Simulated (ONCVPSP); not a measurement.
# Plane-wave convergence, ONCV potential for In

indium (In), optimised norm-conserving Vanderbilt (ONCV), made with ONCVPSP 4.0.1 (LDA (Perdew-Wang 92), scalar-relativistic). Core [Kr] 4d10, reference 5s1 (charge +2). Waves: 5s: rc 2.15 bohr, ncon 4, nbas 7, qcut 2.7 1/bohr, 2 projectors, debl 1.4 Ha; p scattering state at 0.19 Ha: rc 2.35 bohr, ncon 4, nbas 7, qcut 3.7 1/bohr, 1 projector. Local part: polynomial inside 1.35 bohr (lpopt 5, dvloc0 2 Ha). Core correction: Teter function, fcfact 3.75, rcfact 1.25.

In the p channel the program set the typed energies aside and used 0.050 Ha.

Q: For each optimised wave give the share of its norm inside rc, the residual kinetic energy above qcut (Ha) and the cutoffs (Ha) for errors of 10, 1, 0.1 and 0.01 mHa per electron.

A:

| wave | norm inside rc | residual KE | 10 mHa | 1 mHa | 0.1 mHa | 0.01 mHa |
| --- | --- | --- | --- | --- | --- | --- |
| 5s | 0.453 | 1.2e-02 | 3.9 | 18.4 | 24.8 | 29.2 |
| s projector 2 | 0.088 | 2.0e-02 | 4.2 | 10.8 | 23.4 | 37.7 |
| p projector 1 | 0.177 | 4.9e-04 | 3.6 | 6.2 | 14.9 | 25.3 |

The occupied waves need 18 Ha and 25 Ha for 1 and 0.1 mHa. Note: ghosts flagged at negative energy: s at -25.5 eV (a further GHOST(-) flag falls on a real empty level of the atom); GHOST(+) flagged for p at 11.0 eV. A true bound ghost makes a file unfit for plane-wave use. 4 of 4 tests not solved or not reliable.
